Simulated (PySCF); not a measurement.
## C5H10Cl2OSi2: full NMR table

| Property | Result |
| --- | --- |
| Formula | C5H10Cl2OSi2 |
| SMILES | C=C[Si@@H](C(=C)O[SiH3])C(Cl)Cl |
| Point group of the computed structure | C1 |
| Degrees of unsaturation | 2 |
| Carbon signals | 5 |
| Proton signals | 8 |

Atom-mapped SMILES (the numbers label the heavy atoms): `[CH2:1]=[CH:2][Si@@H:3]([C:4](=[CH2:5])[O:6][SiH3:7])[CH:8]([Cl:9])[Cl:10]`; H(Xn) means a hydrogen on atom n. Ha(C1), Ha(C5) are cis to Si3; Hb(C1), Hb(C5) are trans to Si3.

[PySCF 2.14: geometry from GFN2-xTB; shieldings: GIAO PBE0/pcSseg-1; one computed conformer; no solvent; averaged over atoms made equivalent by symmetry, fast rotation or ring inversion; no relativistic terms]

Shifts are taken against calculated references (same method and geometry level): $^{1}$H, $^{13}$C, $^{29}$Si vs TMS; $^{17}$O vs H2O.

```tsv
carbon	δC, type	δH (multiplicity)	HMBC from (2–3 bonds)	span of the C tensor (ppm)
C1	148.2, CH2	Hb(C1) 6.81 (m); Ha(C1) 6.28 (m)	H(C2), H(Si3)	262
C2	137.0, CH	6.74 (m)	Hb(C1), Ha(C1), H(C8), H(Si3)	248
C4	167.8, C	–	H(C2), H(C8), Hb(C5), Ha(C5), H(Si7), H(Si3)	196
C5	110.4, CH2	Ha(C5) 5.03 (m); Hb(C5) 5.12 (m)	H(Si3)	197
C8	71.9, CH	5.90 (d)	H(C2), H(Si3)	70
```

Other nuclei:
```json
{"atoms": "H(Si7)", "nucleus": "$^{1}$H", "environment": "hydrogen on a silicon bonded to O", "δ (ppm)": "4.97", "σ (ppm)": "26.75"}
{"atoms": "H(Si3)", "nucleus": "$^{1}$H", "environment": "hydrogen on a silicon bonded to 3 C", "δ (ppm)": "4.78", "σ (ppm)": "26.94"}
{"atoms": "Si3", "nucleus": "$^{29}$Si", "environment": "silicon bonded to 3 C, H", "δ (ppm)": "-30.7", "σ (ppm)": "379.8"}
{"atoms": "Si7", "nucleus": "$^{29}$Si", "environment": "silicon bonded to O, 3 H", "δ (ppm)": "-43.7", "σ (ppm)": "392.8"}
{"atoms": "O6", "nucleus": "$^{17}$O", "environment": "oxygen bonded to C, Si", "δ (ppm)": "101.7", "σ (ppm)": "234.4"}
```

1. Carbon types of the structure: 1 × C, 2 × CH, 2 × CH2, leaving 4 H on heteroatoms.
2. δC 167.8: alkene carbon bearing oxygen; an sp2 carbon further deshielded by the attached heteroatom.
3. δC 148.2: terminal =CH2 carbon; an sp2 carbon of a C=C bond.
4. δC 137.0: alkene CH; the olefinic region.
5. δC 110.4: β carbon of an enol-ether or enamine type C=C; the O or N lone pair pushes π density onto this β carbon and shields it.
6. δC 71.9: sp3 CH bonded to 2 Cl and Si; 2 electronegative neighbours deshield it.

Carbons that carry Cl, above all several Cl atoms, come out too deshielded, partly because spin–orbit coupling is missing. Shifts are as computed. Against solution values, carbons near 30 ppm lie about +3 ppm off and those near 130 ppm about +5 ppm; carbons on Cl a further +6 ppm. Of 1211 compounds with measured shifts, 218 miss one by over three times the rms of a fit or turn the order of signals round; such compounds aren't used in these exercises. Experimental scales use liquid or dissolved standards, which lie at an offset from isolated H2O (liquid H2O: subtract about 36 ppm). Multiplicities follow the n + 1 count of equivalent neighbours, as no J values were calculated; m marks all less simple cases, F and P coupling included.
